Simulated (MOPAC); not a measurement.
MOPAC input (PM6):

```
PM6 PRECISE GNORM=0.05 LET XYZ CHARGE=-1 GEO-OK AUX(PRECISION=9) THREADS=1
H3SSi

Si   -0.86502700 1   -0.33487300 1    0.06425900 1
S     1.03741500 1    0.40160800 1   -0.07706500 1
H    -1.25636600 1   -0.95344400 1    1.38776100 1
H    -1.99173200 1    0.65087300 1   -0.15085700 1
H    -1.24017100 1   -1.43494600 1   -0.90349100 1
```

From the output:

```
                                                       MOPAC v23.2.5 Linux

          FINAL HEAT OF FORMATION =        -51.18758 KCAL/MOL =    -214.16884 KJ/MOL

          COSMO AREA              =         99.88 SQUARE ANGSTROMS
          COSMO VOLUME            =         87.76 CUBIC ANGSTROMS

          GRADIENT NORM           =          0.01154          =       0.00516 PER ATOM
          IONIZATION POTENTIAL    =          3.876072 EV
          HOMO LUMO ENERGIES (EV) =         -3.876  4.556
          NO. OF FILLED LEVELS    =          7
          MOLECULAR WEIGHT        =         63.1692         POINT GROUP:  C3v

          MOLECULAR DIMENSIONS (Angstroms)

            Atom       Atom       Distance
            H     4    S     2     2.97611
            H     3    H     5     2.32610
            H     3    S     2     1.79770

          SCF CALCULATIONS        =          9

   ATOM   CHEMICAL          X               Y               Z
  NUMBER   SYMBOL      (ANGSTROMS)     (ANGSTROMS)     (ANGSTROMS)

     1      Si         -0.86807068  *  -0.33605214  *   0.06448518  *
     2       S          1.01751318  *   0.39390365  *  -0.07558654  *
     3       H         -1.21515624  *  -0.93444768  *   1.37626753  *
     4       H         -1.94573384  *   0.65942013  *  -0.15232810  *
     5       H         -1.19906735  *  -1.41281313  *  -0.90005877  *

                             CARTESIAN COORDINATES

   1   Si       -0.868070682    -0.336052138     0.064485178
   2    S        1.017513183     0.393903649    -0.075586540
   3    H       -1.215156242    -0.934447675     1.376267527
   4    H       -1.945733844     0.659420133    -0.152328103
   5    H       -1.199067354    -1.412813133    -0.900058767

           Empirical Formula: H3 Si S  =     5 atoms

      MOLECULAR POINT GROUP   :   C3v

                  EIGENVALUES
 -24.16807 -13.60988  -7.08441  -7.08440  -4.91530  -3.87607  -3.87607   4.55617
   5.51877   5.51877   6.19035   6.19035   6.42613   7.99851   8.03432   8.03432
   8.12897   8.12897   8.87076   9.06675   9.06676

              NET ATOMIC CHARGES AND DIPOLE CONTRIBUTIONS

  ATOM NO.   TYPE          CHARGE      No. of ELECS.   s-Pop       p-Pop       d-Pop
    1         Si          -0.026307        4.0263     1.19451     2.00599     0.82581
    2          S          -0.927609        6.9276     1.95244     4.93252     0.04265
    3          H          -0.015362        1.0154     1.01536
    4          H          -0.015362        1.0154     1.01536
    5          H          -0.015362        1.0154     1.01536
 DIPOLE           X         Y         Z       TOTAL
 POINT-CHG.    -3.810    -1.475     0.283     4.095
 HYBRID         1.564     0.605    -0.116     1.681
 SUM           -2.246    -0.869     0.167     2.414

          ATOMIC ORBITAL ELECTRON POPULATIONS

     Atom    s        px        py        pz      x^2-y^2     xz        z^2       yz        xy
    1 Si   1.19451   0.56240   0.70932   0.73427   0.11117   0.14261   0.12708   0.19917   0.24578
    2  S   1.95244   1.39889   1.73802   1.79561   0.01375   0.00933   0.00546   0.00125   0.01285
    3  H   1.01536
    4  H   1.01536
    5  H   1.01536

 **********************
 *                    *
 * JOB ENDED NORMALLY *
 *                    *
 **********************

 == MOPAC DONE ==
```

The dipole moment of an ion depends on the origin.

The geometry given is a B3LYP-D3(BJ)/def2-TZVP minimum.
